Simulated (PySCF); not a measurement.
Excitation energy of Mg by level of theory

Mg [Ne] 3s2 (1S) → Mg [Ne] 3s1 3d1 (3D), as a difference of total energies. All numbers are calculated (PySCF 2.14, scalar relativity by spin-free X2C-1e, in aug-cc-pCVTZ-DK with one added diffuse shell each of s, p, d, f type (9s8p6d4f, 91 functions)). Correlated levels: valence: [Ne] frozen; valence and next inner shell: 1s2 frozen; nothing frozen. The calculations carry no spin-orbit coupling.

```json
{"method": "UHF", "excitation energy (eV)": "5.063"}
{"method": "LDA", "excitation energy (eV)": "5.675"}
{"method": "PBE", "excitation energy (eV)": "5.504"}
{"method": "PBE0", "excitation energy (eV)": "5.548"}
{"method": "r2SCAN", "excitation energy (eV)": "5.453"}
{"method": "TPSS", "excitation energy (eV)": "5.518"}
{"method": "PBEsol", "excitation energy (eV)": "5.472"}
{"method": "B2PLYP", "excitation energy (eV)": "5.765"}
{"method": "MP2 (valence)", "excitation energy (eV)": "5.652"}
{"method": "SCS-MP2 (valence)", "excitation energy (eV)": "5.821"}
{"method": "MP2 (valence and next inner shell)", "excitation energy (eV)": "5.767"}
{"method": "SCS-MP2 (valence and next inner shell)", "excitation energy (eV)": "5.910"}
{"method": "MP2 (all electrons)", "excitation energy (eV)": "5.766"}
{"method": "SCS-MP2 (all electrons)", "excitation energy (eV)": "5.910"}
```

How much does correlation contribute at MP2 (all electrons)?

5.766 − (5.063) = 0.703 eV, measured against UHF.

Errors of the correlated levels include the incompleteness of this basis and the frozen core.

For comparison: 5.946 eV (measured; NIST levels, between the centres of gravity of the two terms).
